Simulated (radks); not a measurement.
The numbers below are computed, except where a source is named.
W2+, 72 electrons, occupied as [Xe] 4f14 5d4. Level of theory: Dirac Kohn-Sham, PBEsol, spin-unpolarised, spherical densities, point nucleus; open shells fill j = l - 1/2 first (a radial shooting solver on a logarithmic mesh with Libxc functionals). Some entries of the table are withheld. Estimate them.

orbital,occ.,eigenvalue (eV),<r> (bohr)
1s1/2,2,-69389.89,0.01835
2s1/2,2,(1),0.07695
2p1/2,2,-11458.06,0.06366
2p3/2,4,-10105.94,0.07162
3s1/2,2,-2770.897,0.2006
3p1/2,2,-2537.980,0.1906
3p3/2,4,-2245.640,0.2054
3d3/2,4,-1853.551,0.1797
3d5/2,6,-1789.965,0.1842
4s1/2,2,-583.5947,0.4495
4p1/2,2,-487.0614,0.4546
4p3/2,4,-419.2184,0.4880
4d3/2,4,-260.7187,0.5048
4d5/2,6,-248.2191,0.5163
5s1/2,2,-94.4872,1.069
5p1/2,2,-65.9351,(2)
5p3/2,4,-56.1117,(3)
4f5/2,6,-49.9012,0.6032
4f7/2,8,-47.6631,0.6129
5d3/2,4,-20.1018,1.850
5d5/2,0,-19.2729,1.909

Answer. 
(1) 2s1/2 eigenvalue (eV): -11981.31
(2) 5p1/2 <r> (bohr): 1.178
(3) 5p3/2 <r> (bohr): 1.281
